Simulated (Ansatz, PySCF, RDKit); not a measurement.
Pair of molecules: H2O (SMILES O) (first 3 atoms) with GeH4 (SMILES [GeH4]); geometry from B3LYP-D3(BJ)/def2-TZVP, rigid monomers moved along the line of their centres of mass till O1···Ge4 is 4.58 Å.
(charge 0, multiplicity 1):
```xyz
8

O      0.26205    -0.12402     0.40074
H     -0.65296     0.03343     0.14499
H      0.70211     0.72734     0.30544
Ge    -0.32744    -0.04084     4.94653
H     -0.55737     0.04299     6.46809
H     -0.75716     1.29718     4.32330
H     -1.18053    -1.18037     4.37663
H      1.16067    -0.29109     4.67815
```

```json
[
 {"level": "UFF", "interaction energy (kJ/mol)": "-1.0", "minus CCSD(T)/CBS(aug-cc-pVDZ, aug-cc-pVTZ)": "0.8", "cost": "-"},
 {"level": "HF/3-21G (no counterpoise)", "interaction energy (kJ/mol)": "-3.9", "minus CCSD(T)/CBS(aug-cc-pVDZ, aug-cc-pVTZ)": "-2.1", "cost": "-"},
 {"level": "HF/6-31G* (no counterpoise)", "interaction energy (kJ/mol)": "-3.4", "minus CCSD(T)/CBS(aug-cc-pVDZ, aug-cc-pVTZ)": "-1.6", "cost": "-"},
 {"level": "HF/aug-cc-pVDZ", "interaction energy (kJ/mol)": "-1.0", "minus CCSD(T)/CBS(aug-cc-pVDZ, aug-cc-pVTZ)": "0.8", "cost": "-"},
 {"level": "HF/aug-cc-pVTZ", "interaction energy (kJ/mol)": "-1.0", "minus CCSD(T)/CBS(aug-cc-pVDZ, aug-cc-pVTZ)": "0.8", "cost": "-"},
 {"level": "PBE/def2-TZVPPD", "interaction energy (kJ/mol)": "-1.3", "minus CCSD(T)/CBS(aug-cc-pVDZ, aug-cc-pVTZ)": "0.5", "cost": "×1"},
 {"level": "BP86/6-31G* (no counterpoise)", "interaction energy (kJ/mol)": "-4.5", "minus CCSD(T)/CBS(aug-cc-pVDZ, aug-cc-pVTZ)": "-2.7", "cost": "-"},
 {"level": "r2SCAN/def2-TZVPPD", "interaction energy (kJ/mol)": "-1.4", "minus CCSD(T)/CBS(aug-cc-pVDZ, aug-cc-pVTZ)": "0.5", "cost": "×2"},
 {"level": "r2SCAN-D4/def2-TZVPPD", "interaction energy (kJ/mol)": "-1.8", "minus CCSD(T)/CBS(aug-cc-pVDZ, aug-cc-pVTZ)": "0.0", "cost": "×2"},
 {"level": "B3LYP/3-21G (no counterpoise)", "interaction energy (kJ/mol)": "-5.0", "minus CCSD(T)/CBS(aug-cc-pVDZ, aug-cc-pVTZ)": "-3.2", "cost": "-"},
 {"level": "B3LYP-D3(BJ)/def2-TZVPPD", "interaction energy (kJ/mol)": "-1.5", "minus CCSD(T)/CBS(aug-cc-pVDZ, aug-cc-pVTZ)": "0.3", "cost": "×2"},
 {"level": "PBE0-D3(BJ)/def2-TZVPPD", "interaction energy (kJ/mol)": "-2.0", "minus CCSD(T)/CBS(aug-cc-pVDZ, aug-cc-pVTZ)": "-0.2", "cost": "×2"},
 {"level": "wB97X-V/def2-TZVPPD", "interaction energy (kJ/mol)": "-1.8", "minus CCSD(T)/CBS(aug-cc-pVDZ, aug-cc-pVTZ)": "0.0", "cost": "×3"},
 {"level": "wB97M-V/def2-TZVPPD", "interaction energy (kJ/mol)": "-1.8", "minus CCSD(T)/CBS(aug-cc-pVDZ, aug-cc-pVTZ)": "0.0", "cost": "×4"},
 {"level": "MP2/aug-cc-pVDZ", "interaction energy (kJ/mol)": "-1.7", "minus CCSD(T)/CBS(aug-cc-pVDZ, aug-cc-pVTZ)": "0.1", "cost": "-"},
 {"level": "MP2/aug-cc-pVTZ", "interaction energy (kJ/mol)": "-1.7", "minus CCSD(T)/CBS(aug-cc-pVDZ, aug-cc-pVTZ)": "0.1", "cost": "-"},
 {"level": "SCS-MP2/aug-cc-pVDZ", "interaction energy (kJ/mol)": "-1.5", "minus CCSD(T)/CBS(aug-cc-pVDZ, aug-cc-pVTZ)": "0.3", "cost": "-"},
 {"level": "CCSD/aug-cc-pVDZ", "interaction energy (kJ/mol)": "-1.7", "minus CCSD(T)/CBS(aug-cc-pVDZ, aug-cc-pVTZ)": "0.2", "cost": "-"},
 {"level": "CCSD(T)/aug-cc-pVTZ", "interaction energy (kJ/mol)": "-1.8", "minus CCSD(T)/CBS(aug-cc-pVDZ, aug-cc-pVTZ)": "0.0", "cost": "×200*"},
 {"level": "CCSD(T)/CBS(aug-cc-pVDZ, aug-cc-pVTZ)", "interaction energy (kJ/mol)": "-1.8", "minus CCSD(T)/CBS(aug-cc-pVDZ, aug-cc-pVTZ)": "0.0", "cost": "×200*"}
]
```

 The comparison column counts from a level with limits of its own.

The rows run from -5.0 (B3LYP/3-21G (no counterpoise)) to -1.0 kJ/mol (HF/aug-cc-pVTZ). In aug-cc-pVTZ the value moves HF -1.0, MP2 -1.7, CCSD(T) -1.8, a shift of -0.8 from HF to CCSD(T). From aug-cc-pVDZ to aug-cc-pVTZ MP2 changes by 0.0. The dispersion term adds -0.4 in r2SCAN-D4. The 4 functionals in def2-TZVPPD without D3 or D4 span 0.5, from wB97X-V to PBE.

Interaction energies are E(AB) − E(A) − E(B) at the monomers' geometry in the complex; basis-set methods are counterpoise corrected. Rows marked so take none. RDKit's UFF carries no charges.

Correlated levels freeze the cores. Filled d and f shells under p-block atoms count as core. CBS: X⁻³ extrapolation of the correlation energy, Hartree–Fock from the larger set. Rows in 3-21G, 6-31G* carry no dispersion term and start afresh at each structure (6-31G* with six Cartesian d functions); the Pople sets are all-electron and without relativity.

The values were computed with Ansatz (Gaussian basis) for Hartree–Fock, density functionals and correlated methods; PySCF for 3-21G rows, 6-31G* rows, the dispersion terms; RDKit for the force fields. 

Costs are rough ratios of core time to PBE/def2-TZVPPD (about 1.9 s over the structures, on one shared machine); a dash marks a level with no comparable run of its own. A star marks coupled-cluster runs past 200 virtual orbitals, where the program's memory plan changes under this machine's limit, so their costs aren't comparable with smaller runs.

Ansatz is a quantum-chemistry and plane-wave program.
